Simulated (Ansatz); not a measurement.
Species: ScF$_{3}$ (charge 0, singlet). SMILES: [F][Sc]([F])[F]
Structure (B3LYP-D3(BJ)/def2-TZVP (Ansatz, an electronic-structure program) minimum search):
```xyz
4

Sc     0.0000     0.0000     0.0000
F     -1.5742    -0.9646     0.0845
F     -0.0007     1.7104    -0.7001
F      1.5749    -0.7458     0.6156
```

Quantity: vertical ionisation energy (to the doublet state of charge +1; each state is the SCF solution reached for its spin; the molecule has degenerate orbitals, so one determinant may break the symmetry), in eV. Correlated levels leave the core frozen unless marked. UHF or UKS for open shells. No spin-orbit coupling. The frozen core is the preceding noble-gas configuration, with the filled d and f shells of earlier blocks. No relativistic terms. 

```csv
level,program,vertical ionisation energy (eV)
HF/def2-TZVPPD,Ansatz,12.88
r2SCAN/def2-TZVPD,Ansatz,13.10
PBE0/def2-TZVPD,Ansatz,13.62
CAM-B3LYP/def2-TZVPD,Ansatz,14.13
CCSD/def2-SVPD,Ansatz,14.53
CCSD(T)/def2-SVPD,Ansatz,14.50
```
